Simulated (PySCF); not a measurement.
Q: Give a PBE0-D3(BJ)/def2-SVP geometry of Ge(OMe)Me3, `[O]([Ge]([CH3])([CH3])[CH3])C`.

A: 
```xyz
18
C4H12GeO angstrom
Ge    -0.1620   -0.2655   -0.2529
O     -0.1516   -0.2397    1.5439
C      0.4644    0.8010    2.2349
H      1.5450    0.8949    2.0051
H      0.3786    0.6127    3.3182
H     -0.0004    1.7878    2.0356
C      1.6859   -0.2860   -0.8794
H      2.1937    0.6650   -0.6613
H      1.7187   -0.4474   -1.9675
H      2.2419   -1.0994   -0.3904
C     -1.1088    1.3166   -0.8932
H     -1.2443    1.2636   -1.9842
H     -0.5518    2.2364   -0.6618
H     -2.1009    1.3813   -0.4225
C     -1.1018   -1.9078   -0.6770
H     -2.0989   -1.9024   -0.2136
H     -0.5442   -2.7734   -0.2914
H     -1.2200   -2.0208   -1.7649
```

Any rigid rotation of these coordinates is as good. Atoms count from 1 in this order. O2 (oxygen bonded to C and Ge) is bent (angle 120.6°). Ge1 (germanium bonded to 3 C and O) is distorted tetrahedral (angles from 103.5° to 112.3°).

Bonds between heavy atoms (Å): Ge1–O2 1.797, Ge1–C7 1.951, Ge1–C11 1.952, Ge1–C15 1.939, O2–C3 1.393.

Theory: PySCF, PBE0-D3(BJ)/def2-SVP geometry optimisation, gas phase.

Point group: near Cs, missed by 0.09 Å at most; the miss may be what the optimiser left on a soft mode. Stationary, but not proved a minimum.
